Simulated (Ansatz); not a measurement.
Cost and result up the ladder for `CN(C)c1ccc(-c2ccc(-c3ccc(-c4ccc(C#N)[se]4)[se]3)[se]2)[se]1` (39 atoms). Total charge 0; singlet. Geometry: r2SCAN-D4/def2-SVP.

```xyz
39

C    -0.8575   -6.0199    3.7780
N     0.5539   -5.7268    3.6639
C     1.4914   -6.4104    4.5307
C     0.9603   -4.5643    3.0770
C     2.2328   -3.9988    3.0796
C     2.3531   -2.7992    2.3430
C     1.2059   -2.3197    1.7286
C     1.0518   -1.1378    0.9360
C     2.0327   -0.2144    0.5779
C     1.5988    0.8700   -0.2077
C     0.2491    0.8934   -0.5403
C    -0.4735    1.8468   -1.3186
C    -1.8282    1.8643   -1.6399
C    -2.2601    2.9435   -2.4345
C    -1.2852    3.8612   -2.8043
C    -1.4177    5.0436   -3.5992
C    -0.4327    5.9584   -3.9633
C    -0.8576    7.0388   -4.7621
C    -2.2078    7.0432   -5.0795
C    -2.9089    7.9855   -5.8536
N    -3.5018    8.7633   -6.4951
Se   -3.0835    5.5577   -4.3200
Se    0.3872    3.3433   -2.0877
Se   -0.6112   -0.6142    0.2148
Se   -0.2430   -3.4907    2.0888
H    -1.3761   -5.3625    4.5047
H    -0.9906   -7.0643    4.0911
H    -1.3488   -5.9023    2.7969
H     2.4348   -6.6033    3.9954
H     1.7266   -5.8270    5.4427
H     1.0662   -7.3773    4.8302
H     3.0739   -4.4443    3.6126
H     3.3036   -2.2646    2.2666
H     3.0727   -0.3298    0.8913
H     2.2832    1.6539   -0.5469
H    -2.5105    1.0841   -1.2904
H    -3.3031    3.0563   -2.7464
H     0.6067    5.8392   -3.6449
H    -0.1868    7.8249   -5.1156
```

Ansatz on 2 threads of AMD EPYC 7R13 on a shared host and a share (18 GiB) of an NVIDIA H100 80GB HBM3. Times are rough, and most runs start from the orbitals of an earlier one. PBE0-D4/def2-TZVP serves as the yardstick here, not as an exact answer. Differences are given only for rows in sets of like size (and for xTB, whose basis is part of the method), since another set adds its own error. Binding counts from free atoms at the same level (C triplet, N quartet, Se triplet, H doublet; other spins of the atoms weren't run), without zero-point energy or a counterpoise term.

Single mean-field runs in def2-SVP, def2-TZVP are fitted with def2-universal-jkfit.

```json
{"level": "r2SCAN-D4/def2-TZVP", "functions": "927", "binding energy per atom (eV)": "4.91", "difference from PBE0-D4/def2-TZVP (eV)": "-0.05"}
{"level": "PBE0-D4/def2-SVP", "functions": "492", "binding energy per atom (eV)": "5.03", "difference from PBE0-D4/def2-TZVP (eV)": "–"}
{"level": "PBE0-D4/def2-TZVP (with forces)", "functions": "927", "binding energy per atom (eV)": "4.96", "difference from PBE0-D4/def2-TZVP (eV)": "0.00"}
{"level": "PBE-D4/def2-TZVP (with forces)", "functions": "927", "binding energy per atom (eV)": "5.11", "difference from PBE0-D4/def2-TZVP (eV)": "0.15"}
{"level": "PBE-D4/def2-SVP", "functions": "492", "binding energy per atom (eV)": "5.18", "difference from PBE0-D4/def2-TZVP (eV)": "–"}
```

(1) Estimate how long each takes.

Answers

(1) PBE0-D4/def2-SVP 6.5 s; PBE-D4/def2-SVP 7 s; PBE-D4/def2-TZVP (with forces) 9.5 s; r2SCAN-D4/def2-TZVP 11 s; PBE0-D4/def2-TZVP (with forces) 17 s. On shared hardware such times vary by a factor of up to 3.
